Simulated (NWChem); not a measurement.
Molecule: CH3BCl2O; SMILES B(Cl)(OC)Cl

```xyz
8

B     -0.0968     0.1529     0.0000
Cl    -0.3473     1.8997     0.0000
Cl     1.5626    -0.4865     0.0000
O     -1.1822    -0.6392     0.0000
C     -1.1846    -2.0613     0.0000
H     -1.7266    -2.4149     0.8999
H     -1.7266    -2.4149    -0.8999
H     -0.1565    -2.4761     0.0000
```
Atoms are numbered in this order, from 1.

Computed with NWChem. Pople sets run with spherical d functions. Structure relaxed at the PBE-D3(BJ)/def2-SVP level. Total energies compare along this basis series because the functional is fixed.

```
level            basis functions  energy (Ha)  highest occupied level (eV)  orbital gap (eV)  dipole (D)
---------------  ---------------  -----------  ---------------------------  ----------------  ----------
TPSS/STO-3G                   36   -1048.7644                        -5.69              7.01        3.42
TPSS/3-21G                    59   -1055.3625                        -7.67              6.65        3.41
TPSS/6-31G*                   84   -1060.5318                   (withheld)              6.58  (withheld)
TPSS/6-31+G*                 104   -1060.5390                        -7.65              6.50        2.66
TPSS/6-311G**                124   -1060.6331                        -7.68              6.55        2.79
TPSS/6-311++G**              147   -1060.6380                        -7.66              6.47        2.60
```

Fill in the missing entries.


- TPSS/6-31G*, highest occupied level (eV): -7.52
- TPSS/6-31G*, dipole (D): 2.72
